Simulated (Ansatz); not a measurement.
Reaction (silylene formation by 1,1-elimination): `O=[C]([SiH3])[GaH2]` → `O=[CH][GaH2]` + `[SiH2]`

Computed with Ansatz on PBE0-D4/def2-TZVP structures; ΔE is electronic, products minus reactants. CBS: MP2 limit from def2 TZ/QZ plus the TZ coupled-cluster correction, frozen cores. This one scheme is used for every species. DFT in def2-TZVPP. B3LYP here is the variant with VWN-RPA as its local correlation; programs differ in this. For Ga outer-core shells are correlated without core-valence functions, which leaves a few kJ/mol of doubt a bond. Scalar relativity is left out up to krypton.

(1) Is it downhill or uphill in electronic energy at CCSD(T)/CBS, and by how much? (Estimate.)

(2) What do these levels give: B3LYP-D4, r2SCANh-D4, BHLYP-D4, ωB97X-V, CAM-B3LYP, RPA@PBE/def2-TZVPP, HF/def2-SVP, HF/def2-TZVPP, CCSD/def2-TZVPP, CCSD(T)/def2-TZVPP, SCS-MP2/def2-QZVPP, CCSD/CBS(def2)? (Best estimate.)

Largest T1 diagnostic among the species: 0.018.

## Answers

(1) Computed: Uphill: ΔE = +223.6 kJ/mol.

(2) Computed: B3LYP-D4 221.8, r2SCANh-D4 245.3, BHLYP-D4 224.8, ωB97X-V 229.8, CAM-B3LYP 218.4, RPA@PBE/def2-TZVPP 199.1, HF/def2-SVP 187.1, HF/def2-TZVPP 191.9, CCSD/def2-TZVPP 207.7, CCSD(T)/def2-TZVPP 215.4, SCS-MP2/def2-QZVPP 224.9, CCSD/CBS(def2) 215.9 kJ/mol.

At CCSD(T), def2-SVP lies −17.9 kJ/mol from the extrapolated value and def2-TZVPP −8.3 kJ/mol. In def2-TZVPP, CCSD(T) changes the Hartree–Fock value by +23.5 kJ/mol (the triples alone add +7.7 kJ/mol) and MP2 by +40.7 kJ/mol.
